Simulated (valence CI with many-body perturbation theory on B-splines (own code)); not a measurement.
## Kr30+: electric-dipole lines

Calculated by valence CI with perturbative core correlation (CI+MBPT): four valence electrons over a frozen Dirac-Fock core [He], a basis of 11 s, 11 p, 9 d, 7 f, 5 g, 2 h, 1 i functions for each j, with the one-electron correlation potential Σ1 (screened to all orders), the two-electron term Σ2, the three-electron term Σ3, Breit, model QED; selected single and double excitations, second order for the rest (own B-spline code, finite nucleus).

The last digits are not significant, and no measured levels were compared; by estimate large intervals hold to a few tenths of a per cent, small ones and those within an open d or f shell to about a per cent. Among the levels kept, up to 250 cm⁻¹ of a level comes from second order outside the variational space, and about a tenth of that is noise between levels of different J, which matters for small intervals.

Lines 151 to 200 of 243 in falling wavelength, among levels below 2280.5 eV, chosen from the strongest by gf and those to the six lowest levels. Wavelengths and rates use the calculated energies. Electric multipoles are in the length gauge, E1 and E2 with the static RPA response of the core. Weak lines are less certain than strong ones. Lines between different terms over intervals too small for the method are left out, as are lines whose strength nearly cancels. The highest levels of a list are the least certain.

Levels are named by their leading jj configuration (3d3/2^4 stands for four electrons in 3d with j = 3/2), which in mixed levels can hold well under half, so a name can repeat and another be missing. Letters in brackets count levels of one name in rising energy.

```
λ vac (nm)                           Upper                   Lower   A (s⁻¹)  S (a.u.)
    0.6007          (2s^2 2p1/2 3d3/2) J=1  (2s^2 2p1/2 2p3/2) J=1  1.15e+13  3.70e-03
    0.6000  (2s 2p1/2 2p3/2 3p1/2) J=2 [a]      (2s^2 2p3/2^2) J=2  5.48e+11  2.92e-04
    0.5999          (2s^2 2p3/2 3d5/2) J=3      (2s^2 2p3/2^2) J=2  1.16e+14  8.64e-02
    0.5992          (2s^2 2p3/2 3d5/2) J=1      (2s^2 2p3/2^2) J=2  3.90e+12  1.24e-03
    0.5975  (2s 2p1/2 2p3/2 3d5/2) J=2 [b]  (2s 2p1/2^2 2p3/2) J=1  9.51e+12  5.01e-03
    0.5968             (2s 2p3/2^2 3s) J=3  (2s 2p1/2^2 2p3/2) J=2  6.21e+11  4.56e-04
    0.5959      (2s 2p1/2 2p3/2 3p1/2) J=3      (2s^2 2p3/2^2) J=2  2.36e+12  1.72e-03
    0.5948  (2s 2p1/2 2p3/2 3d3/2) J=2 [a]  (2s 2p1/2^2 2p3/2) J=2  2.04e+13  1.06e-02
    0.5948  (2s 2p1/2 2p3/2 3d3/2) J=1 [a]  (2s 2p1/2^2 2p3/2) J=2  8.27e+12  2.58e-03
    0.5942  (2s 2p1/2 2p3/2 3d3/2) J=3 [a]  (2s 2p1/2^2 2p3/2) J=2  3.29e+13  2.38e-02
    0.5938  (2s 2p1/2 2p3/2 3p3/2) J=2 [a]      (2s^2 2p3/2^2) J=2  2.41e+11  1.25e-04
    0.5935          (2s 2p1/2^2 3p1/2) J=0  (2s^2 2p1/2 2p3/2) J=1  2.21e+12  2.28e-04
    0.5932          (2s 2p1/2^2 3p1/2) J=1  (2s^2 2p1/2 2p3/2) J=1  3.44e+12  1.06e-03
    0.5922  (2s 2p1/2 2p3/2 3p1/2) J=1 [b]      (2s^2 2p3/2^2) J=0  5.00e+11  1.54e-04
    0.5912  (2s 2p1/2 2p3/2 3d5/2) J=2 [a]  (2s 2p1/2^2 2p3/2) J=2  2.16e+12  1.10e-03
    0.5901  (2s 2p1/2 2p3/2 3d5/2) J=3 [a]  (2s 2p1/2^2 2p3/2) J=2  1.99e+13  1.41e-02
    0.5899  (2s 2p1/2 2p3/2 3p3/2) J=2 [b]      (2s^2 2p3/2^2) J=2  8.39e+11  4.25e-04
    0.5892          (2s 2p1/2^2 3p3/2) J=1  (2s^2 2p1/2 2p3/2) J=2  4.24e+11  1.28e-04
    0.5889  (2s 2p1/2 2p3/2 3p3/2) J=1 [b]      (2s^2 2p3/2^2) J=2  1.58e+12  4.79e-04
    0.5888          (2s^2 2p3/2 3d3/2) J=2  (2s^2 2p1/2 2p3/2) J=2  2.29e+13  1.15e-02
    0.5885  (2s 2p1/2 2p3/2 3p3/2) J=3 [b]      (2s^2 2p3/2^2) J=2  1.01e+12  7.09e-04
    0.5883  (2s 2p1/2 2p3/2 3d3/2) J=3 [b]  (2s 2p1/2^2 2p3/2) J=2  3.40e+13  2.39e-02
    0.5882  (2s 2p1/2 2p3/2 3d3/2) J=2 [b]  (2s 2p1/2^2 2p3/2) J=2  8.38e+13  4.21e-02
    0.5877          (2s^2 2p3/2 3d3/2) J=3  (2s^2 2p1/2 2p3/2) J=2  6.77e+13  4.75e-02
    0.5877  (2s 2p1/2 2p3/2 3d3/2) J=1 [b]  (2s 2p1/2^2 2p3/2) J=2  1.05e+14  3.16e-02
    0.5877          (2s 2p1/2^2 3p3/2) J=2  (2s^2 2p1/2 2p3/2) J=1  5.49e+11  2.75e-04
    0.5877  (2s 2p1/2 2p3/2 3p1/2) J=1 [c]      (2s^2 2p3/2^2) J=0  3.78e+11  1.14e-04
    0.5870          (2s^2 2p3/2 3d3/2) J=1  (2s^2 2p1/2 2p3/2) J=2  1.33e+13  3.97e-03
    0.5867  (2s 2p1/2 2p3/2 3p1/2) J=2 [c]      (2s^2 2p3/2^2) J=2  1.94e+12  9.67e-04
    0.5867          (2s^2 2p1/2 3d3/2) J=1      (2s^2 2p1/2^2) J=0  8.83e+13  2.64e-02
    0.5865          (2s^2 2p3/2 3d5/2) J=2  (2s^2 2p1/2 2p3/2) J=2  1.53e+13  7.61e-03
    0.5860          (2s^2 2p3/2 3d3/2) J=2  (2s^2 2p1/2 2p3/2) J=1  3.15e+13  1.56e-02
    0.5858  (2s 2p1/2 2p3/2 3p3/2) J=1 [c]      (2s^2 2p3/2^2) J=0  3.43e+11  1.02e-04
    0.5856  (2s 2p1/2 2p3/2 3p1/2) J=1 [a]  (2s^2 2p1/2 2p3/2) J=2  3.39e+12  1.01e-03
    0.5855  (2s 2p1/2 2p3/2 3p1/2) J=1 [b]      (2s^2 2p3/2^2) J=2  1.08e+12  3.22e-04
    0.5851  (2s 2p1/2 2p3/2 3d5/2) J=2 [b]  (2s 2p1/2^2 2p3/2) J=2  3.90e+11  1.93e-04
    0.5848  (2s 2p1/2 2p3/2 3d5/2) J=3 [b]  (2s 2p1/2^2 2p3/2) J=2  3.12e+12  2.16e-03
    0.5844  (2s 2p1/2 2p3/2 3d5/2) J=1 [b]  (2s 2p1/2^2 2p3/2) J=2  5.27e+11  1.56e-04
    0.5842          (2s^2 2p3/2 3d3/2) J=1  (2s^2 2p1/2 2p3/2) J=1  5.18e+13  1.53e-02
    0.5840  (2s 2p1/2 2p3/2 3p1/2) J=2 [a]  (2s^2 2p1/2 2p3/2) J=2  4.70e+11  2.31e-04
    0.5840  (2s 2p1/2 2p3/2 3p3/2) J=1 [d]      (2s^2 2p3/2^2) J=0  8.10e+11  2.39e-04
    0.5840          (2s^2 2p3/2 3d3/2) J=0  (2s^2 2p1/2 2p3/2) J=1  6.26e+13  6.15e-03
    0.5839          (2s^2 2p3/2 3d5/2) J=3  (2s^2 2p1/2 2p3/2) J=2  1.35e+13  9.26e-03
    0.5837          (2s^2 2p3/2 3d5/2) J=2  (2s^2 2p1/2 2p3/2) J=1  6.88e+12  3.38e-03
    0.5829  (2s 2p1/2 2p3/2 3p1/2) J=1 [a]  (2s^2 2p1/2 2p3/2) J=1  1.73e+12  5.06e-04
    0.5814  (2s 2p1/2 2p3/2 3p3/2) J=3 [c]      (2s^2 2p3/2^2) J=2  5.96e+11  4.05e-04
    0.5812  (2s 2p1/2 2p3/2 3p1/2) J=2 [a]  (2s^2 2p1/2 2p3/2) J=1  6.75e+12  3.27e-03
    0.5808  (2s 2p1/2 2p3/2 3p3/2) J=2 [c]      (2s^2 2p3/2^2) J=2  1.87e+12  9.06e-04
    0.5805          (2s^2 2p3/2 3d5/2) J=1  (2s^2 2p1/2 2p3/2) J=1  1.31e+12  3.79e-04
    0.5801      (2s 2p1/2 2p3/2 3p1/2) J=3  (2s^2 2p1/2 2p3/2) J=2  6.25e+12  4.21e-03
```
